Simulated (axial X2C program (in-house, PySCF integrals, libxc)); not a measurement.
Spectroscopic constants of TiF

Calculated with an in-house all-electron X2C program for linear molecules (integrals from PySCF). Spin-free means the one-electron spin-free X2C Hamiltonian; two-component (2c) means X2C with spin–orbit coupling and atomic mean-field two-electron Coulomb and Gaunt terms, so the difference of the two also holds small scalar two-electron terms. Basis: Ti dyall-cv3z [10s10p6d4f2g], F dyall-av3z [7s6p3d2f] (cores contracted in-house); Gaussian nuclei, density fitting, unrestricted open shells. Masses: Ti 47.948 u, F 18.998 u.

The run was started with this input:
```json
{"zs": [22, 9], "q": 0, "bas": ["dyall-cv3z", "dyall-av3z"], "levels": ["PBE0", "HF", "PBEsol"], "cc": true, "r0": 2.0, "thr": -1.0, "nmax": 90, "npts": 10, "nst": 2, "ntry": 6}
```
```bash
python so2c.py task.json out
```

Keys: zs atomic numbers; q charge; bas basis sets; levels methods; cc coupled cluster on or off; r0 starting distance in Å; thr threshold in hartree for freezing inner shells (an s shell follows its p shell); nmax most natural virtual spinors; npts points on the curve; nst determinants followed; ntry starts of the search. HF also brings MP2.

State, spin-free: M_S = 3/2, Λ = 0 (beyond evenly filled blocks: σα, δ+α, δ-α); electrons by block: σα: 9, σβ: 8, π+α: 3, π+β: 3, π-α: 3, π-β: 3, δ+α: 1, δ-α: 1. Fragments: Ti + F.

State, 2c: Ω = 3/2 (⟨Sz⟩ = 1.50, ⟨Lz⟩ = 0.00 at PBE0); electrons by block: 1/2: 12, -1/2: 11, 3/2: 3, -3/2: 4, 5/2: 1. Fragments: Ti + F.

```json
{"Hamiltonian": "spin-free", "level": "PBE0", "Re (Å)": "1.773", "ωe (cm⁻¹)": "709.4", "ωexe (cm⁻¹)": "3.61", "Be (cm⁻¹)": "0.3942", "De (eV)": "6.13", "D0 (eV)": "6.09", "k (mdyn/Å)": "4.03", "μ (D)": "-3.03"}
{"Hamiltonian": "spin-free", "level": "HF", "Re (Å)": "1.822", "ωe (cm⁻¹)": "679.0", "ωexe (cm⁻¹)": "3.16", "Be (cm⁻¹)": "0.3731", "De (eV)": "3.84", "D0 (eV)": "3.80", "k (mdyn/Å)": "3.7", "μ (D)": "-2.62"}
{"Hamiltonian": "spin-free", "level": "MP2", "Re (Å)": "1.813", "ωe (cm⁻¹)": "668.3", "ωexe (cm⁻¹)": "3.2", "Be (cm⁻¹)": "0.3768", "De (eV)": "5.70", "D0 (eV)": "5.65", "k (mdyn/Å)": "3.58", "μ (D)": "n/a"}
{"Hamiltonian": "spin-free", "level": "CCSD", "Re (Å)": "1.815", "ωe (cm⁻¹)": "671.8", "ωexe (cm⁻¹)": "3.11", "Be (cm⁻¹)": "0.3761", "De (eV)": "5.22", "D0 (eV)": "5.18", "k (mdyn/Å)": "3.62", "μ (D)": "n/a"}
{"Hamiltonian": "spin-free", "level": "CCSD(T)", "Re (Å)": "1.814", "ωe (cm⁻¹)": "671.1", "ωexe (cm⁻¹)": "3.12", "Be (cm⁻¹)": "0.3766", "De (eV)": "5.36", "D0 (eV)": "5.32", "k (mdyn/Å)": "3.61", "μ (D)": "n/a"}
{"Hamiltonian": "spin-free", "level": "PBEsol", "Re (Å)": "1.755", "ωe (cm⁻¹)": "724.1", "ωexe (cm⁻¹)": "3.78", "Be (cm⁻¹)": "0.4021", "De (eV)": "n/a", "D0 (eV)": "n/a", "k (mdyn/Å)": "4.2", "μ (D)": "-2.75"}
{"Hamiltonian": "2c", "level": "PBE0", "Re (Å)": "1.773", "ωe (cm⁻¹)": "709.3", "ωexe (cm⁻¹)": "3.61", "Be (cm⁻¹)": "0.3942", "De (eV)": "n/a", "D0 (eV)": "n/a", "k (mdyn/Å)": "4.03", "μ (D)": "-3.03"}
{"Hamiltonian": "2c", "level": "HF", "Re (Å)": "1.822", "ωe (cm⁻¹)": "678.9", "ωexe (cm⁻¹)": "3.16", "Be (cm⁻¹)": "0.373", "De (eV)": "n/a", "D0 (eV)": "n/a", "k (mdyn/Å)": "3.7", "μ (D)": "-2.62"}
{"Hamiltonian": "2c", "level": "MP2", "Re (Å)": "1.813", "ωe (cm⁻¹)": "668.2", "ωexe (cm⁻¹)": "3.2", "Be (cm⁻¹)": "0.3768", "De (eV)": "n/a", "D0 (eV)": "n/a", "k (mdyn/Å)": "3.58", "μ (D)": "n/a"}
{"Hamiltonian": "2c", "level": "PBEsol", "Re (Å)": "1.755", "ωe (cm⁻¹)": "724.0", "ωexe (cm⁻¹)": "3.78", "Be (cm⁻¹)": "0.4021", "De (eV)": "n/a", "D0 (eV)": "n/a", "k (mdyn/Å)": "4.2", "μ (D)": "-2.75"}
```

Correlated methods: 11 electrons correlated (number of frozen shells: Ti 3 s, 2 p; F 1 s), 279 virtual spin orbitals or spinors in MP2.

Dipoles are positive if F is the positive end.

The state is a single determinant with fixed occupations, the lowest that a limited PBE0 search found. Dissociation energies refer to the lowest single-determinant-based atoms at the same level and basis. De is not given where an atomic determinant may have missed its ground term or J level, or where the truncated virtual space spoils (T). Density functionals use the spin component along the axis (collinear). Coupled cluster ran in a truncated set of natural virtual spinors; the MP2 energy of the rest was added. (T) has no such correction and the atoms are truncated less, which lowers De at CCSD(T) by a hundredth of an eV or more. Other states lie close and PBE0, whose exact exchange favours high spin, may order them wrongly; the determinant shown need not be the ground state. The nearest other spin-free determinant of the search, M_S = 3/2, Λ = 3, lies 0.23 eV up at the distance of the search. The functionals have no current-density term, which raises determinants with orbital currents, atoms included. With several unpaired electrons one determinant need not be a pure state. The outer-core s and p shells of the metal are frozen in the correlated rows, which leaves out core–valence correlation; for alkali and alkaline-earth bonds that tends to lengthen them. This is the top spin component of a Σ state; components of lower Ω are not single determinants and can lie lower.

No reliable constants came from CCSD (2c), CCSD(T) (2c): no minimum in range, unconverged points, a curve that is not smooth, a change of character along it, or the two Hamiltonians disagreeing along it.

Rough cost a point (2c) on 1 thread(s) of a shared host, integrals apart: PBE0 0.7 s, HF 0.4 s, PBEsol 0.4 s.

The whole task took 4.1 min on 1 thread of Intel(R) Xeon(R) Processor @ 2.30GHz, on a shared host.
